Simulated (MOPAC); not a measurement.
MOPAC input (PM3):

```
PM3 PRECISE GNORM=0.05 LET XYZ CHARGE=-1 GEO-OK AUX(PRECISION=9) THREADS=1
HFNTe

Te   -0.01161377 1   -0.05806005 1    0.29664959 1
F     0.40269439 1    1.65596319 1   -0.79263972 1
N    -0.25377935 1   -1.49297415 1   -1.00422763 1
H    -1.24387820 1   -1.43372680 1   -1.26242809 1
```

Output:

```
 *******************************************************************************
 **                                                                           **
 **                              MOPAC v23.2.5                                **
 **                                                                           **
 *******************************************************************************
 ** MOPAC's Digital Object Identifier: https://doi.org/10.5281/zenodo.6511958 **
 **                                                                           **
 ** Please cite the open-source release paper for use of this MOPAC version:  **
 ** J. E. Moussa and J. J. P. Stewart (2026)                                  **
 ** MOPAC: An open-source semiempirical molecular orbital program             **
 ** J. Open Source Softw., 11(119), 8025, https://doi.org/10.21105/joss.08025 **
 *******************************************************************************

                              PM3 CALCULATION RESULTS

 *******************************************************************************
 *  PM3        - The PM3 Hamiltonian to be used
 *  GEO-OK     - OVERRIDE INTERATOMIC DISTANCE AND OTHER SAFETY CHECKS
 *
 *
 *
 *                 CHARGE ON SYSTEM = -1
 *
 *
 *
 *  LET        - OVERRIDE SOME SAFETY CHECKS
 *  PRECISE    - TIGHTER CRITERIA TO BE USED
 *  XYZ        - CARTESIAN COORDINATE SYSTEM TO BE USED
 *  GNORM      - EXIT WHEN GRADIENT NORM DROPS BELOW 0.050
 *  AUX        - OUTPUT AUXILIARY INFORMATION
 *******************************************************************************
PM3 PRECISE GNORM=0.05 LET XYZ CHARGE=-1 GEO-OK AUX(PRECISION=9) THREADS=1
 HFNTe

   ATOM   CHEMICAL          X               Y               Z
  NUMBER   SYMBOL      (ANGSTROMS)     (ANGSTROMS)     (ANGSTROMS)

     1      Te         -0.01161377  *  -0.05806005  *   0.29664959  *
     2       F          0.40269439  *   1.65596319  *  -0.79263972  *
     3       N         -0.25377935  *  -1.49297415  *  -1.00422763  *
     4       H         -1.24387820  *  -1.43372680  *  -1.26242809  *

          CARTESIAN COORDINATES

    NO.       ATOM           X           Y           Z

     1        Te         -0.0116     -0.0581      0.2966
     2         F          0.4027      1.6560     -0.7926
     3         N         -0.2538     -1.4930     -1.0042
     4         H         -1.2439     -1.4337     -1.2624

  H: (PM3): J. J. P. STEWART, J. COMP. CHEM. 10, 209 (1989).
  N: (PM3): J. J. P. STEWART, J. COMP. CHEM. 10, 209 (1989).
  F: (PM3): J. J. P. STEWART, J. COMP. CHEM. 10, 209 (1989).
 Te: (PM3): J. J. P. STEWART, J. COMP. CHEM. 12, 320-341 (1991).

           Empirical Formula: H N Te F  =     4 atoms

      MOLECULAR POINT GROUP   :   C1

      RHF CALCULATION, NO. OF DOUBLY OCCUPIED LEVELS = 10

          Geometry optimization using EF

          DIAGONAL MATRIX USED AS START HESSIAN

 CYCLE:     1  GRAD.:   114.484 HEAT: -52.67932
 CYCLE:     2  GRAD.:   142.181 HEAT: -54.95749
 CYCLE:     3  GRAD.:   171.604 HEAT: -49.76074
 CYCLE:     4  GRAD.:   118.568 HEAT: -55.36909
 CYCLE:     5  GRAD.:    57.059 HEAT: -61.12329
 CYCLE:     6  GRAD.:    31.720 HEAT: -63.04881
 CYCLE:     7  GRAD.:    51.098 HEAT: -63.78040
 CYCLE:     8  GRAD.:    27.059 HEAT: -64.85020
 CYCLE:     9  GRAD.:    11.920 HEAT: -65.81619
 CYCLE:    10  GRAD.:    15.641 HEAT: -66.31974
 CYCLE:    11  GRAD.:     6.650 HEAT: -66.60413
 CYCLE:    12  GRAD.:     6.233 HEAT: -66.68936
 CYCLE:    13  GRAD.:     7.517 HEAT: -66.71892
 CYCLE:    14  GRAD.:     6.198 HEAT: -66.75029
 CYCLE:    15  GRAD.:     8.557 HEAT: -66.76288
 CYCLE:    16  GRAD.:     4.299 HEAT: -66.82427
 CYCLE:    17  GRAD.:     3.487 HEAT: -66.84159
 CYCLE:    18  GRAD.:     4.686 HEAT: -66.84079
 CYCLE:    19  GRAD.:     1.023 HEAT: -66.85913
 CYCLE:    20  GRAD.:     0.222 HEAT: -66.85973
 CYCLE:    21  GRAD.:     0.023 HEAT: -66.85976

     GRADIENT =  0.02265 IS LESS THAN CUTOFF =  0.05000

 -------------------------------------------------------------------------------
 PM3 PRECISE GNORM=0.05 LET XYZ CHARGE=-1 GEO-OK AUX(PRECISION=9) THREADS=1
 HFNTe

     GEOMETRY OPTIMISED USING EIGENVECTOR FOLLOWING (EF).
     SCF FIELD WAS ACHIEVED

                              PM3 CALCULATION
                                                       MOPAC v23.2.5 Linux

          FINAL HEAT OF FORMATION =        -66.85976 KCAL/MOL =    -279.74126 KJ/MOL

          COSMO AREA              =         96.45 SQUARE ANGSTROMS
          COSMO VOLUME            =         81.11 CUBIC ANGSTROMS

          GRADIENT NORM           =          0.02265          =       0.01133 PER ATOM
          IONIZATION POTENTIAL    =          3.085678 EV
          HOMO LUMO ENERGIES (EV) =         -3.086  4.186
          NO. OF FILLED LEVELS    =         10
          MOLECULAR WEIGHT        =        161.6130         POINT GROUP:  C1

          MOLECULAR DIMENSIONS (Angstroms)

            Atom       Atom       Distance
            H     4    F     2     4.29986
            F     2   Te     1     0.86155
            F     2    N     3     0.38151

          SCF CALCULATIONS        =         22

   ATOM   CHEMICAL          X               Y               Z
  NUMBER   SYMBOL      (ANGSTROMS)     (ANGSTROMS)     (ANGSTROMS)

     1      Te          0.01031920  *   0.00276134  *   0.04293401  *
     2       F          0.46452143  *   1.84541638  *  -0.36904796  *
     3       N         -0.41655569  *  -1.73804185  *  -0.71992763  *
     4       H         -1.15228189  *  -2.02702118  *  -1.30660205  *

                             CARTESIAN COORDINATES

   1   Te        0.010319195     0.002761343     0.042934010
   2    F        0.464521428     1.845416378    -0.369047965
   3    N       -0.416555689    -1.738041846    -0.719927633
   4    H       -1.152281892    -2.027021178    -1.306602045

           Empirical Formula: H N Te F  =     4 atoms

      MOLECULAR POINT GROUP   :   C1

                  EIGENVALUES
 -19.88447 -12.72605  -9.29716  -9.07293  -8.99087  -8.06196  -5.78995  -4.40715
  -3.54746  -3.08568   4.18613   6.57838   9.76506

              NET ATOMIC CHARGES AND DIPOLE CONTRIBUTIONS

  ATOM NO.   TYPE          CHARGE      No. of ELECS.   s-Pop       p-Pop
    1         Te           0.043642        5.9564     1.95922     3.99714
    2          F          -0.564855        7.5649     1.71980     5.84505
    3          N          -0.516063        5.5161     1.71691     3.79915
    4          H           0.037276        0.9627     0.96272
 DIPOLE           X         Y         Z       TOTAL
 POINT-CHG.    -0.338    -0.793     2.176     2.341
 HYBRID        -0.899    -0.045    -0.938     1.300
 SUM           -1.238    -0.838     1.238     1.941

          ATOMIC ORBITAL ELECTRON POPULATIONS

     Atom    s        px        py        pz
    1 Te   1.95922   1.91411   0.69037   1.39267
    2  F   1.71980   1.99277   1.87508   1.97720
    3  N   1.71691   1.50834   1.02093   1.26989
    4  H   0.96272

 **********************
 *                    *
 * JOB ENDED NORMALLY *
 *                    *
 **********************

 == MOPAC DONE ==
```

The dipole moment of an ion depends on the origin.

The geometry given is a B3LYP-D3(BJ)/def2-TZVP minimum.
